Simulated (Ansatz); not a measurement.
Compare A (`[AlH2]/[CH]=C/B[SiH3]`) with its isomer B (`C[Si]1([AlH2])BC1`).

Isolated molecules relaxed with PBE0-D4/def2-TZVP in Ansatz; ΔE leaves out vibrations. CCSD(T)/CBS is the MP2 limit (def2-TZVPP, def2-QZVPP) plus CCSD(T) − MP2 in def2-TZVPP, frozen cores. DFT in def2-TZVPP. B3LYP here is the variant with VWN-RPA as its local correlation; programs differ in this. One conformer a species, not always the lowest.

A:

```xyz
13

Al    2.585   -1.721   -0.830
C     0.878   -0.803   -1.099
C     0.092   -0.472   -0.048
B    -1.120    0.462   -0.228
Si   -1.898    1.611    1.234
H     3.591   -1.965   -2.031
H     2.906   -2.198    0.647
H     0.516   -0.490   -2.080
H     0.420   -0.771    0.950
H    -1.591    0.549   -1.329
H    -3.356    1.329    1.381
H    -1.258    1.418    2.566
H    -1.766    3.051    0.867
```

B:

```xyz
13

C     1.350   -0.835   -1.140
Si    0.660   -0.475    0.596
Al    0.294    1.870    0.898
B    -1.230    0.314    0.068
C    -1.139   -1.095    0.651
H     1.911   -1.774   -1.091
H     2.043   -0.053   -1.455
H     0.580   -0.955   -1.905
H     1.319    2.793    0.118
H    -0.714    2.396    2.018
H    -2.082    0.903   -0.524
H    -1.479   -1.148    1.688
H    -1.512   -1.942    0.078
```

(1) Which is lower in electronic energy at CCSD(T)/CBS, and by how much? (Best estimate.)

(2) Give E(B) − E(A) in kJ/mol with ωB97M-V, PBE-D4, B2PLYP, CCSD(T)/def2-TZVPP, B3LYP-D4, r2SCAN-D4, PBE0-D4. (An estimate is asked.)

Largest T1 diagnostic: 0.015.

Answers

(1) Ansatz gave: B, by 25.9 kJ/mol.

(2) Computed: ωB97M-V -33.9, PBE-D4 -66.0, B2PLYP -12.6, CCSD(T)/def2-TZVPP -20.8, B3LYP-D4 -14.6, r2SCAN-D4 -55.8, PBE0-D4 -58.3. None reverses the order clearly.

From PBE to PBE0 (25 % exact exchange), in def2-TZVPP and without D4, E(B) − E(A) moves by +7.1 kJ/mol. In def2-TZVPP, CCSD(T) changes the Hartree–Fock value by −75.3 kJ/mol (the triples alone add −9.8 kJ/mol) and MP2 by −84.6 kJ/mol.
